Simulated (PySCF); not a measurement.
# Telling isomers of C5H7NO2Si apart by NMR

Method: PBE0/pcSseg-1 with gauge-including orbitals, structure optimised with GFN2-xTB, in PySCF 2.14 (non-relativistic Hamiltonian, one conformer, equivalent nuclei averaged, in vacuum).

References, each an isolated molecule treated in the same way: ¹H (σref 31.72), ¹³C (σref 186.93) vs TMS. Where no couplings were computed, multiplicities follow the n + 1 count of equivalent neighbours, and m marks all less simple cases (inequivalent or close neighbours, rings, F or P nearby). Shifts are as computed. Against solution values, carbons near 30 ppm lie about +3 ppm off and those near 130 ppm about +5 ppm. Of 1309 compounds with measured shifts, 239 miss one by over three times the rms of a fit or turn the order of signals round; such compounds aren't used in these exercises.

(1) Tabulate the signals of `C=C[C@@H](C=O)O[SiH2]C#N`, `C[C@@H]1[SiH2]Oc2conc21`, `CO[C@@H](C#N)[SiH2]C=C=O` and their relative energies.

(2) What is the quickest way to tell C=C[C@@H](C=O)O[SiH2]C#N from C[C@@H]1[SiH2]Oc2conc21?

(3) What is the quickest way to tell C[C@@H]1[SiH2]Oc2conc21 from CO[C@@H](C#N)[SiH2]C=C=O?

(4) What is the quickest way to tell C=C[C@@H](C=O)O[SiH2]C#N from CO[C@@H](C#N)[SiH2]C=C=O?

## Answers

(1) 
```json
{"SMILES": "C=C[C@@H](C=O)O[SiH2]C#N", "carbon types": "1×C 3×CH 1×CH2", "δC": "204.4, 135.2, 126.5, 125.5, 83.5", "δH": "9.77 (d, 1H), 6.19 (m, 1H), 6.00 (m, 1H), 5.92 (m, 1H), 5.42 (d, 1H), 5.29 (m, 1H), 5.04 (d, 1H)", "E rel. (kcal/mol)": "0.0"}
{"SMILES": "C[C@@H]1[SiH2]Oc2conc21", "carbon types": "2×C 2×CH 1×CH3", "δC": "167.9, 155.3, 141.9, 19.8, 18.2", "δH": "7.93 (s, 1H), 5.65 (m, 1H), 5.39 (m, 1H), 2.93 (m, 1H), 1.62 (d, 3H)", "E rel. (kcal/mol)": "5.2"}
{"SMILES": "CO[C@@H](C#N)[SiH2]C=C=O", "carbon types": "2×C 2×CH 1×CH3", "δC": "182.3, 121.2, 61.9, 59.4, -6.8", "δH": "4.88 (m, 1H), 4.73 (m, 1H), 3.67 (s, 3H), 3.65 (m, 1H), 1.52 (m, 1H)", "E rel. (kcal/mol)": "21.3"}
```

Energies are electronic energies at PBE0/pcSseg-1 on these geometries, without zero-point or thermal terms, each for the one conformer computed, which needn't be the lowest.

(2) Both give the same number of carbon signals, but DEPT or the intensities differ. The first has an aldehyde carbonyl carbon (CH) at 204.4 ppm, the second an sp3 CH bonded to Si, on an aromatic ring at 19.8 ppm. Their most deshielded carbons lie at 204.4 and 167.9 ppm. In the proton spectra the most deshielded non-exchanging signals are 9.77 (d, 1H) and 7.93 (s, 1H).

(3) Both give the same number of carbon signals, with the same numbers of each carbon type, so the positions decide. The first has an aromatic CH next to the ring oxygen at 141.9 ppm, the second a methyl carbon bonded to O (CH3) at 61.9 ppm. Their most deshielded carbons lie at 167.9 and 182.3 ppm. In the proton spectra the most deshielded non-exchanging signals are 7.93 (s, 1H) and 4.88 (m, 1H).

(4) Both give the same number of carbon signals, but DEPT or the intensities differ. The first has an aldehyde carbonyl carbon (CH) at 204.4 ppm, the second a methyl carbon bonded to O (CH3) at 61.9 ppm. Their most deshielded carbons lie at 204.4 and 182.3 ppm. In the proton spectra the most deshielded non-exchanging signals are 9.77 (d, 1H) and 4.88 (m, 1H).
